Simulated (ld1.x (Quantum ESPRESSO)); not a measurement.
**Scattering properties, PAW potential for As**

ld1.x (Quantum ESPRESSO) 7.5 input, shortened:

```
&input
   title='As', zed=33., rel=2, dft='PBESOL', iswitch=3,
   config='[Ar] 3d10 4s2 4p3', rel_dist='average'
 /
 &inputp
   pseudotype=3, lpaw=.true., tm=.true., lloc=-1, rcloc=0.70,
   nlcc=.true., rcore=1.00,
   which_augfun='BESSEL', rmatch_augfun=0.75
 /
6
3S  1  0   2.00   0.00  0.80  0.95  0.0
4S  2  0   2.00   0.00  0.80  0.95  0.0
3P  2  1   6.00   0.00  0.90  1.15  0.0
4P  3  1   3.00   0.00  0.90  1.15  0.0
3D  3  2  10.00   0.00  0.90  1.15  0.0
3D  3  2   0.00  -1.90  0.90  1.15  0.0
 &test
   configts(1)='3s2 3p6 3d10 4s2 4p3'
 /
```

Open shells are filled in proportion to 2j + 1 (rel_dist='average').

The phase is arctan(r·u′/u) with u = r·R(r), unwrapped; energies in Ry, scanned from -16 to 5 Ry. A pole is an energy at which the radial function vanishes at the test radius. The pseudo phase is shifted by a multiple of π to meet the all-electron one at the reference energy, and phase errors are pseudo minus all-electron; the curves can meet again beyond the range given. Levels narrower than the energy grid can be missing from the lists of poles.

For each channel, where are the poles, and over which energies does the pseudopotential scatter like the atom?

| channel | radius (bohr) | reference energy (Ry) | poles, all-electron | poles, pseudo | unbroken range about the reference energy with phases within 0.05 rad | phase error 1 Ry above the reference energy (rad) |
| --- | --- | --- | --- | --- | --- | --- |
| s | 1.25 | -1.07 | -13.46 | -13.46 | the whole range | +0.000 |
| p1/2 | 1.25 | -0.40 | -9.42 | -9.21 | -7.4 to 2.2 | -0.003 |
| p3/2 | 1.25 | -0.38 | -9.00 | -9.14 | -9.8 to 2.4 | -0.003 |
| d3/2 | 1.25 | -3.02 | -2.00 | -2.00 | the whole range | -0.000 |
| d5/2 | 1.25 | -2.96 | -1.92 | -1.92 | the whole range | -0.000 |

The ghost test of this file was not conclusive.

Phases in the p1/2 channel:

```json
{"E (Ry)": "-16.00", "all-electron": "1.325", "pseudo": "1.348"}
{"E (Ry)": "-15.52", "all-electron": "1.317", "pseudo": "1.343"}
{"E (Ry)": "-15.04", "all-electron": "1.308", "pseudo": "1.336"}
{"E (Ry)": "-14.56", "all-electron": "1.298", "pseudo": "1.329"}
{"E (Ry)": "-14.08", "all-electron": "1.285", "pseudo": "1.320"}
{"E (Ry)": "-13.60", "all-electron": "1.269", "pseudo": "1.310"}
{"E (Ry)": "-13.12", "all-electron": "1.248", "pseudo": "1.296"}
{"E (Ry)": "-12.64", "all-electron": "1.219", "pseudo": "1.278"}
{"E (Ry)": "-12.16", "all-electron": "1.176", "pseudo": "1.250"}
{"E (Ry)": "-11.68", "all-electron": "1.100", "pseudo": "1.203"}
{"E (Ry)": "-11.20", "all-electron": "0.931", "pseudo": "1.100"}
{"E (Ry)": "-10.72", "all-electron": "0.315", "pseudo": "0.699"}
{"E (Ry)": "-10.24", "all-electron": "-1.061", "pseudo": "-1.025"}
{"E (Ry)": "-9.76", "all-electron": "-1.468", "pseudo": "-1.432"}
{"E (Ry)": "-9.28", "all-electron": "-1.600", "pseudo": "-0.793"}
{"E (Ry)": "-8.80", "all-electron": "-1.665", "pseudo": "-1.826"}
{"E (Ry)": "-8.32", "all-electron": "-1.706", "pseudo": "-1.794"}
{"E (Ry)": "-7.84", "all-electron": "-1.736", "pseudo": "-1.798"}
{"E (Ry)": "-7.36", "all-electron": "-1.759", "pseudo": "-1.807"}
{"E (Ry)": "-6.88", "all-electron": "-1.778", "pseudo": "-1.817"}
{"E (Ry)": "-6.40", "all-electron": "-1.796", "pseudo": "-1.828"}
{"E (Ry)": "-5.92", "all-electron": "-1.813", "pseudo": "-1.839"}
{"E (Ry)": "-5.44", "all-electron": "-1.829", "pseudo": "-1.851"}
{"E (Ry)": "-4.96", "all-electron": "-1.845", "pseudo": "-1.864"}
{"E (Ry)": "-4.48", "all-electron": "-1.862", "pseudo": "-1.877"}
{"E (Ry)": "-4.00", "all-electron": "-1.879", "pseudo": "-1.892"}
{"E (Ry)": "-3.52", "all-electron": "-1.897", "pseudo": "-1.908"}
{"E (Ry)": "-3.04", "all-electron": "-1.917", "pseudo": "-1.925"}
{"E (Ry)": "-2.56", "all-electron": "-1.939", "pseudo": "-1.945"}
{"E (Ry)": "-2.08", "all-electron": "-1.963", "pseudo": "-1.967"}
{"E (Ry)": "-1.60", "all-electron": "-1.991", "pseudo": "-1.993"}
{"E (Ry)": "-1.12", "all-electron": "-2.022", "pseudo": "-2.023"}
{"E (Ry)": "-0.64", "all-electron": "-2.058", "pseudo": "-2.058"}
{"E (Ry)": "-0.16", "all-electron": "-2.100", "pseudo": "-2.100"}
{"E (Ry)": "0.32", "all-electron": "-2.150", "pseudo": "-2.151"}
{"E (Ry)": "0.80", "all-electron": "-2.211", "pseudo": "-2.216"}
{"E (Ry)": "1.28", "all-electron": "-2.285", "pseudo": "-2.298"}
{"E (Ry)": "1.76", "all-electron": "-2.377", "pseudo": "-2.405"}
{"E (Ry)": "2.24", "all-electron": "-2.493", "pseudo": "-2.546"}
{"E (Ry)": "2.72", "all-electron": "-2.639", "pseudo": "-2.734"}
{"E (Ry)": "3.20", "all-electron": "-2.821", "pseudo": "-2.976"}
{"E (Ry)": "3.68", "all-electron": "-3.035", "pseudo": "-3.259"}
{"E (Ry)": "4.16", "all-electron": "-3.270", "pseudo": "-3.547"}
{"E (Ry)": "4.64", "all-electron": "-3.502", "pseudo": "-3.798"}
```
